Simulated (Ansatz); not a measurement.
**Nudged elastic band run: C2H8BFGeSi**

The input (input.yaml):

```yaml
crystal:
  periodic: [false, false, false]
  atoms:
    - { symbol: B, position_ang: [-1.374427, 0.945372, -1.165028] }
    - { symbol: C, position_ang: [-0.91829, 0.05802, 0.026878] }
    - { symbol: C, position_ang: [-0.162201, -1.289974, -0.238642] }
    - { symbol: Si, position_ang: [1.602655, -0.999867, 0.473946] }
    - { symbol: Ge, position_ang: [0.53263, 1.07748, 0.997939] }
    - { symbol: F, position_ang: [1.046042, 2.447944, 0.052275] }
    - { symbol: H, position_ang: [-0.90328, 0.810926, -2.26273] }
    - { symbol: H, position_ang: [-2.186168, 1.813093, -0.98564] }
    - { symbol: H, position_ang: [-1.726184, -0.056485, 0.755854] }
    - { symbol: H, position_ang: [-0.658552, -2.123126, 0.264265] }
    - { symbol: H, position_ang: [-0.138779, -1.538193, -1.301883] }
    - { symbol: H, position_ang: [2.005678, -1.901331, 1.57954] }
    - { symbol: H, position_ang: [2.688153, -0.942793, -0.53139] }
    - { symbol: H, position_ang: [0.179623, 1.669634, 2.363315] }
basis:
  gaussian: { orbitals: def2-SVP }
hamiltonian:
  xc: hf
neb:
  order_check: false
  images: 7
  f_tol: 0.2
  max_iterations: 60
  final_atoms:
    - { symbol: B, position_ang: [-1.64654703, 0.90555998, -0.98103285] }
    - { symbol: C, position_ang: [-0.85474159, 0.02891249, 0.02507556] }
    - { symbol: C, position_ang: [-0.0019501, -1.1884179, -0.45652661] }
    - { symbol: Si, position_ang: [1.56719781, -1.07653594, 0.64294911] }
    - { symbol: Ge, position_ang: [0.63091979, 1.11885771, 0.85631353] }
    - { symbol: F, position_ang: [1.23584045, 2.25870304, -0.31409713] }
    - { symbol: H, position_ang: [-1.40151272, 0.88511996, -2.15697133] }
    - { symbol: H, position_ang: [-2.48667057, 1.6664412, -0.57648701] }
    - { symbol: H, position_ang: [-1.46171702, -0.23017182, 0.90005609] }
    - { symbol: H, position_ang: [-0.54986244, -2.1315772, -0.40055466] }
    - { symbol: H, position_ang: [0.28568863, -1.05079555, -1.50229817] }
    - { symbol: H, position_ang: [1.47190685, -1.86028969, 1.89909051] }
    - { symbol: H, position_ang: [2.87902612, -1.3249843, 0.0051951] }
    - { symbol: H, position_ang: [0.31932182, 1.96987802, 2.08798687] }
  initial_path:
    images:
      - { positions_ang: [[-1.374427, 0.945372, -1.165028], [-0.91829, 0.05802, 0.026878], [-0.162201, -1.289974, -0.238642], [1.602655, -0.999867, 0.473946], [0.53263, 1.07748, 0.997939], [1.046042, 2.447944, 0.052275], [-0.90328, 0.810926, -2.26273], [-2.186168, 1.813093, -0.98564], [-1.726184, -0.056485, 0.755854], [-0.658552, -2.123126, 0.264265], [-0.138779, -1.538193, -1.301883], [2.005678, -1.901331, 1.57954], [2.688153, -0.942793, -0.53139], [0.179623, 1.669634, 2.363315]] }
      - { positions_ang: [[-1.35571352, 0.89309853, -1.17654746], [-0.89778817, 0.05166232, 0.04192024], [-0.16432795, -1.29645615, -0.2351929], [1.60984521, -0.99075556, 0.48007892], [0.55398651, 1.06704494, 0.977888], [1.10017574, 2.41713462, 0.0145795], [-0.82027648, 0.86516989, -2.22194663], [-2.25136714, 1.63552468, -1.07171865], [-1.71088528, -0.06290386, 0.77908009], [-0.6502031, -2.12908102, 0.28856575], [-0.27073783, -1.29362551, -1.31602829], [1.96490982, -1.86103051, 1.6196144], [2.65394682, -0.92596184, -0.53581131], [0.22533536, 1.60087948, 2.38421734]] }
      - { positions_ang: [[-1.33700004, 0.84082505, -1.18806693], [-0.87728634, 0.04530463, 0.05696248], [-0.1664549, -1.3029383, -0.23174381], [1.61703543, -0.98164412, 0.48621184], [0.57534302, 1.05660988, 0.95783701], [1.15430948, 2.38632524, -0.023116], [-0.73727295, 0.91941378, -2.18116325], [-2.31656628, 1.45795636, -1.1577973], [-1.69558655, -0.06932273, 0.80230618], [-0.6418542, -2.13503605, 0.3128665], [-0.40269667, -1.04905802, -1.33017357], [1.92414165, -1.82073002, 1.6596888], [2.61974064, -0.90913068, -0.54023261], [0.27104772, 1.53212497, 2.40511967]] }
      - { positions_ang: [[-1.31828656, 0.78855158, -1.19958639], [-0.85678451, 0.03894695, 0.07200472], [-0.16858186, -1.30942045, -0.22829471], [1.62422564, -0.97253268, 0.49234475], [0.59669954, 1.04617482, 0.93778601], [1.20844322, 2.35551587, -0.0608115], [-0.65426943, 0.97365768, -2.14037988], [-2.38176542, 1.28038804, -1.24387596], [-1.68028783, -0.07574159, 0.82553227], [-0.6335053, -2.14099107, 0.33716725], [-0.5346555, -0.80449052, -1.34431886], [1.88337347, -1.78042952, 1.69976321], [2.58553445, -0.89229952, -0.54465392], [0.31676008, 1.46337045, 2.42602201]] }
      - { positions_ang: [[-1.29957308, 0.7362781, -1.21110585], [-0.83628268, 0.03258926, 0.08704696], [-0.17070881, -1.31590261, -0.22484562], [1.63141586, -0.96342124, 0.49847767], [0.61805605, 1.03573976, 0.91773501], [1.26257695, 2.32470649, -0.098507], [-0.5712659, 1.02790157, -2.09959651], [-2.44696456, 1.10281972, -1.32995461], [-1.66498911, -0.08216046, 0.84875837], [-0.6251564, -2.1469461, 0.361468], [-0.66661433, -0.55992303, -1.35846414], [1.8426053, -1.74012903, 1.73983761], [2.55132827, -0.87546837, -0.54907523], [0.36247244, 1.39461593, 2.44692434]] }
      - { positions_ang: [[-1.38631657, 0.77859857, -1.1535876], [-0.84089741, 0.03167007, 0.07155411], [-0.12851913, -1.28403143, -0.28276587], [1.61536135, -0.99169992, 0.53459553], [0.62127198, 1.05651925, 0.90237964], [1.25589283, 2.30820563, -0.15240453], [-0.7788276, 0.99220617, -2.11394022], [-2.45689106, 1.24372509, -1.14158771], [-1.61417109, -0.1191633, 0.8615828], [-0.60633291, -2.14310387, 0.17096234], [-0.42853859, -0.68264116, -1.39442265], [1.74993068, -1.7701692, 1.77965083], [2.63325273, -0.98784735, -0.41050765], [0.35168478, 1.53843145, 2.35718997]] }
      - { positions_ang: [[-1.47306006, 0.82091904, -1.09606935], [-0.84551214, 0.03075087, 0.05606126], [-0.08632945, -1.25216025, -0.34068611], [1.59930684, -1.01997859, 0.57071339], [0.62448792, 1.07729873, 0.88702427], [1.2492087, 2.29170476, -0.20630206], [-0.98638931, 0.95651076, -2.12828392], [-2.46681756, 1.38463046, -0.95322081], [-1.56335307, -0.15616614, 0.87440723], [-0.58750942, -2.13926165, -0.01954333], [-0.19046285, -0.80535929, -1.43038116], [1.65725607, -1.80020936, 1.81946406], [2.71517719, -1.10022633, -0.27194006], [0.34089713, 1.68224698, 2.26745561]] }
      - { positions_ang: [[-1.55980355, 0.86323951, -1.0385511], [-0.85012686, 0.02983168, 0.04056841], [-0.04413977, -1.22028908, -0.39860636], [1.58325233, -1.04825727, 0.60683125], [0.62770386, 1.09807822, 0.8716689], [1.24252458, 2.2752039, -0.26019959], [-1.19395101, 0.92081536, -2.14262763], [-2.47674407, 1.52553583, -0.76485391], [-1.51253504, -0.19316898, 0.88723166], [-0.56868593, -2.13541942, -0.210049], [0.04761289, -0.92807742, -1.46633966], [1.56458146, -1.83024952, 1.85927728], [2.79710166, -1.21260531, -0.13337248], [0.33010947, 1.8260625, 2.17772124]] }
      - { positions_ang: [[-1.64654703, 0.90555998, -0.98103285], [-0.85474159, 0.02891249, 0.02507556], [-0.0019501, -1.1884179, -0.45652661], [1.56719781, -1.07653594, 0.64294911], [0.63091979, 1.11885771, 0.85631353], [1.23584045, 2.25870304, -0.31409713], [-1.40151272, 0.88511996, -2.15697133], [-2.48667057, 1.6664412, -0.57648701], [-1.46171702, -0.23017182, 0.90005609], [-0.54986244, -2.1315772, -0.40055466], [0.28568863, -1.05079555, -1.50229817], [1.47190685, -1.86028969, 1.89909051], [2.87902612, -1.3249843, 0.0051951], [0.31932182, 1.96987802, 2.08798687]] }
```

Launched with:

```bash
$ ansatz run input.yaml --threads 2 --pin off --max-ram 3072MiB --backend cpu --events-out ev --progress --plain --runs-dir out
```

Output, in part (warnings, iteration lines, the closing report on the highest movable image, with atoms numbered from 0):

```
NEB end point (image 0): max|allowed force component| = 1.631e-2 eV/Å (the criterion of neb.relax_end_points is 4.000e-2)
NEB end point (image 8): max|allowed force component| = 1.853e-2 eV/Å (the criterion of neb.relax_end_points is 4.000e-2)
WARN: NEB: the barrier is in doubt: the path turns back at the climbing image. Check it with more images (neb.images), a lower neb.f_tol or relaxed end points
NEB iter   1: max|band force component| = 6.610e0 eV/Å  barrier→ = 5.5358 eV  barrier← = 5.5617 eV  Δτ_max = 0.2000 Å  (330 SCF iters)
NEB iter   2: max|band force component| = 5.220e0 eV/Å  barrier→ = 2.4891 eV  barrier← = 2.5151 eV  Δτ_max = 0.2000 Å  (240 SCF iters)
NEB iter   3: max|band force component| = 3.405e0 eV/Å  barrier→ = 1.1941 eV  barrier← = 1.2201 eV  Δτ_max = 0.1966 Å  (240 SCF iters)
NEB iter   4: max|band force component| = 1.401e0 eV/Å  barrier→ = 0.5156 eV  barrier← = 0.5415 eV  Δτ_max = 0.1989 Å  (239 SCF iters)
NEB iter   5: max|band force component| = 6.364e-1 eV/Å  barrier→ = 0.2256 eV  barrier← = 0.2516 eV  Δτ_max = 0.1980 Å  (245 SCF iters)
NEB iter   6: max|band force component| = 5.519e-1 eV/Å  barrier→ = 0.1289 eV  barrier← = 0.1549 eV  Δτ_max = 0.1981 Å  (240 SCF iters)
NEB iter   7: max|band force component| = 4.648e-1 eV/Å  barrier→ = 0.0698 eV  barrier← = 0.0958 eV  CI = image 3  Δτ_max = 0.2000 Å  (239 SCF iters)
NEB iter   8: max|band force component| = 5.702e-1 eV/Å  barrier→ = 0.0265 eV  barrier← = 0.0525 eV  CI = image 3  Δτ_max = 0.1011 Å  (240 SCF iters)
NEB iter   9: max|band force component| = 1.055e0 eV/Å  barrier→ = 0.0692 eV  barrier← = 0.0952 eV  CI = image 5  Δτ_max = 0.0500 Å  (245 SCF iters)
NEB iter  10: max|band force component| = 9.461e-1 eV/Å  barrier→ = 0.0189 eV  barrier← = 0.0449 eV  CI = image 3  Δτ_max = 0.0502 Å  (250 SCF iters)
NEB iter  11: max|band force component| = 1.396e-1 eV/Å  barrier→ = 0.0159 eV  barrier← = 0.0419 eV  CI = image 3  Δτ_max = 0.0000 Å  (510 SCF iters)
Total energy: -69887.07794671 eV, -2568.3027433789 hartree
Atom 0 at    -1.496758     0.943344    -1.090026 Å, force    -0.100319    -0.121493    -0.015964 eV/Å
Atom 1 at    -0.901655     0.057964     0.043596 Å, force     0.027230    -0.060571     0.001665 eV/Å
Atom 2 at    -0.102011    -1.243024    -0.332618 Å, force    -0.008917     0.096773    -0.116629 eV/Å
Atom 3 at     1.590332    -1.038315     0.551248 Å, force     0.038107     0.025582     0.029951 eV/Å
Atom 4 at     0.577166     1.092937     0.956877 Å, force     0.040979    -0.007812    -0.000167 eV/Å
Atom 5 at     1.135527     2.363757    -0.095244 Å, force    -0.005762     0.029789     0.016270 eV/Å
Atom 6 at    -0.980989     0.984204    -2.172661 Å, force     0.016997    -0.041213    -0.038622 eV/Å
Atom 7 at    -2.476595     1.613131    -0.901292 Å, force     0.068167     0.106062     0.084339 eV/Å
Atom 8 at    -1.629875    -0.144513     0.834248 Å, force    -0.024384     0.012104    -0.017871 eV/Å
Atom 9 at    -0.647645    -2.141438    -0.037874 Å, force     0.005308    -0.011715    -0.002171 eV/Å
Atom 10 at     0.050149    -1.310735    -1.414845 Å, force    -0.028870     0.017121     0.082627 eV/Å
Atom 11 at     1.804360    -1.913415     1.728385 Å, force    -0.003889    -0.011063     0.007171 eV/Å
Atom 12 at     2.781971    -1.092001    -0.324254 Å, force     0.020385    -0.025256     0.004716 eV/Å
Atom 13 at     0.282921     1.798802     2.283158 Å, force    -0.045032    -0.008306    -0.035313 eV/Å
Dipole moment:    -0.061545    -0.548214     0.359958 e Å
```

The run converged. The threshold of 0.2 eV/Å is loose, so the images may lie well off the minimum-energy path. A structure lower than the first end lies on the path between it and the top, so the climb from that side starts below the end, which may itself be a saddle point or a shallow side well. The order of the stationary point at the top wasn't checked.

Final band:

```tsv
image	path coordinate (Å)	energy (eV)
0	0.00	0.000
1	0.46	-0.005
2	0.93	-0.007
3	1.40	0.016
4	1.66	-0.009
5	1.93	-0.014
6	2.19	-0.015
7	2.45	-0.024
8	2.71	-0.026
```

The run took 5.3 min on 2 threads of Arm Neoverse V1, on a shared host, peak memory 0.45 GiB.
